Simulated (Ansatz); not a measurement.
A structure relaxed at PBE-D4/def2-SVP in Ansatz, charge 0, singlet:

```xyz
6

Ca    1.1342   -1.1402    0.4761
Ca   -1.1338    1.1393   -0.4793
F     0.9953    0.9422   -0.1138
F    -0.9947   -0.9435    0.1110
F    -2.4655    2.4733   -1.0792
F     2.4644   -2.4711    1.0851
```

(1) Give its formula and point group.

(2) Summarise the bond lengths by kind (pairs closer than 1.2 times the sum of covalent radii, bridged metal pairs left out).

## Answers

(1) the cluster Ca₂F₄. Point group D2h (tolerance 0.1 Å).

(2) 6 × Ca–F 1.98 to 2.17 Å.

The structure comes from a short search, and lower isomers may exist.
